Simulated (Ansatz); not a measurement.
`F[Si](S)(Cl)Cl` and `C=C[Si](F)(Cl)Cl` differ in one atom or group.

Ansatz, PBE0-D4/def2-TZVP geometries, multiplicity 1. Each molecule was computed in one conformer, which needn't be the lowest.

| property | `F[Si](S)(Cl)Cl` |
| --- | --- |
| HOMO energy (B3LYP/def2-TZVPP) / eV | -8.06 |
| size of the dipole moment (ωB97M-V/def2-TZVPP) / D | 1.16 |
| LUMO energy (PBE0/def2-TZVPP) / eV | -0.27 |
| HOMO–LUMO gap (PBE0/def2-TZVPP) / eV | 8.07 |
| HOMO energy (ωB97M-V/def2-TZVPP) / eV | -10.54 |
| HOMO–LUMO gap (B3LYP/def2-TZVPP) / eV | 7.55 |

Question: Give the same properties after the change, and the shifts. (Best estimate.)

Answer: Ansatz gave: 
```
                                          property  `C=C[Si](F)(Cl)Cl`  shift
               HOMO energy (B3LYP/def2-TZVPP) / eV               -8.40  -0.34
size of the dipole moment (ωB97M-V/def2-TZVPP) / D                2.20   1.04
                LUMO energy (PBE0/def2-TZVPP) / eV               -1.17  -0.90
              HOMO–LUMO gap (PBE0/def2-TZVPP) / eV                7.49  -0.58
             HOMO energy (ωB97M-V/def2-TZVPP) / eV              -10.90  -0.36
             HOMO–LUMO gap (B3LYP/def2-TZVPP) / eV                7.03  -0.52
```

With PBE0 the HOMO falls by 0.33 eV and the LUMO falls by 0.90 eV, so the gap narrows by about 0.57 eV. PBE moves the HOMO by -0.44 eV and ωB97M-V by -0.36 eV. Dipoles are sizes alone; their direction can turn.

B3LYP here is the variant with VWN-RPA as its local correlation; programs differ in this.
